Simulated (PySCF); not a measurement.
PySCF was given this input:
```python
from pyscf import gto, scf, dft

mol = gto.M(
    atom='''
Br    0.00000000    0.00000000    0.00000000
''',
    basis='6-31g*',
    charge=-1,
    verbose=4,
)

mf = dft.RKS(mol)
mf.xc = 'wb97m_v'
mf.kernel()
```

Q: Estimate the number of basis functions that WB97M-V/6-31G* (PySCF) returns for this input.

A: 32

Q: What is the computed total energy (WB97M-V/6-31G*)?

A: -2573.7753 Eh

Q: What is the computed HOMO energy (WB97M-V/6-31G*)?

A: -2.54 eV

Q: Estimate the HOMO-LUMO gap that WB97M-V/6-31G* returns for this input.

A: 18.06 eV
